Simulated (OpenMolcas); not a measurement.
Cr⁴⁺.

- Program: OpenMolcas
- Basis: ANO-RCC-VTZP [6s5p3d2f1g]
- Scalar Hamiltonian: DKH2, point nucleus
- Active space: 2 electrons in 5 orbitals (3d)
- State averaging: 2S+1 = 3 even, 10 roots; 2S+1 = 1 even, 15 roots
- Spin-orbit coupling: state interaction with AMFI integrals over the reference wave functions, term energies averaged over their components

Two sets of levels on these reference wave functions, in cm⁻¹ above 3d² ³F₂: one from CASSCF and one from SS-CASPT2, IPEA 0.25 Eh, imaginary shift 0.1 Eh (closed shells correlated: 3s 3p).

```
  Level  Set 1  Set 2
3d² ³F₂    0.0    0.0
3d² ³F₃    509    505
3d² ³F₄   1157   1153
3d² ¹D₂  12920  16450
3d² ³P₀  16080  19270
3d² ³P₁  16260  19450
3d² ³P₂  16650  19840
3d² ¹G₄  22480  25240
3d² ¹S₀  52150  61250
```

Problem. Which set is which?

Solution. Set 1 is SS-CASPT2. Its levels of the other terms of 3d² lie at 0.79 to 0.89 of the other set's values, as expected, since terms of lower spin or lower L gain more correlation energy than the Hund ground term. Against 8 measured levels (Sugar and Corliss, J. Phys. Chem. Ref. Data 6, 317 (1977)) the mean absolute deviation is 440 cm-1 with it and 3500 cm-1 without; single levels miss by up to 1000 cm-1 with it.

CASPT2 does not keep the components of a term degenerate, so their means are used; among the terms shown or strongly mixed into the levels shown the widest spread is 820 cm-1 (3d² ¹G, SS-CASPT2). Without dynamic correlation excited terms often stand tens of per cent too high (terms of higher spin than the ground term too low), and those without a measured partner can miss by more than the paired ones (holds for CASSCF). Computed and measured levels are paired by configuration, term and J; levels that our copy of the source lacks, or whose pairing is in doubt (as where it misses far off the trend of its configuration), stay unpaired and out of the deviations. Levels of configurations outside the active space are missing.
